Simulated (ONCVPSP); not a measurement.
## What one change does to a pseudopotential (oxygen, ONCV)

O (Z = 8), optimised norm-conserving Vanderbilt (ONCV), made with ONCVPSP 4.0.1 (PW91, fully relativistic). Core [He], reference 2s2 2p3 (charge +1). Waves: 2s: rc 0.65 bohr, ncon 4, nbas 9, qcut 12.1 1/bohr, 3 projectors, debl 1.8 Ha; 2p: rc 1.05 bohr, ncon 5, nbas 8, qcut 14.7 1/bohr, 1 projector. Local part: polynomial inside 0.40 bohr (lpopt 5, dvloc0 4 Ha). Core correction: none.

Open shells are filled in proportion to 2j + 1.

All-electron outer shells of the reference configuration (PW91, scalar-relativistic, ld1.x):

```json
{"shell": "1s", "level (eV)": "-534.00", "outermost node (bohr)": "–", "outermost maximum (bohr)": "0.13"}
{"shell": "2s", "level (eV)": "-39.73", "outermost node (bohr)": "0.28", "outermost maximum (bohr)": "0.86"}
{"shell": "2p", "level (eV)": "-24.55", "outermost node (bohr)": "–", "outermost maximum (bohr)": "0.79"}
```

Change: s: nproj 1.

Cutoffs: the cutoffs (Ha) at which the residual kinetic energy of the hardest occupied pseudo-wave falls to 1 and 0.1 mHa per electron; they do not see the model core or the augmentation charge, which bear on the density cutoff. Errors are all-electron minus pseudo energies relative to the spin-unpolarised reference configuration.

Task: What does the change do?

Result: The potential gets neither clearly harder nor softer (65 Ha and 210 Ha → 65 Ha and 210 Ha); the bound ghost in s disappears; of the 4 tests that both files solve, the error grows in 3 and shrinks in 0 by more than 15 % and 0.3 meV (median size 57.3 → 71.1 meV).

```csv
quantity,base,changed
"cutoff, loose",65 Ha,65 Ha
"cutoff, tight",210 Ha,210 Ha
bound ghosts,s,none
GHOST(+) flags under 300 eV,none,none
"error for 2s2 2p4, meV [ΔE -16.52 eV]",+1.8,+3.0
"error for 2s2 2p2, meV [ΔE 33.70 eV]",+11,+15
"error for 2s2 2p1, meV [ΔE 87.71 eV]",+103,+127
"error for 2s2 2p0, meV [ΔE 164.75 eV]",+506,+574
s: phases at 0.66 bohr within 0.05 rad from the reference energy up to (Ha; the scan ends near 5),to the end of the scan,4.2
p3/2: phases at 1.07 bohr within 0.05 rad from the reference energy up to (Ha; the scan ends near 5),to the end of the scan,to the end of the scan
p1/2: phases at 1.07 bohr within 0.05 rad from the reference energy up to (Ha; the scan ends near 5),to the end of the scan,to the end of the scan
```

 A true bound ghost makes a file unfit for plane-wave use even where its test errors are small: the radial tests pick states by their node count and pass the ghost by.
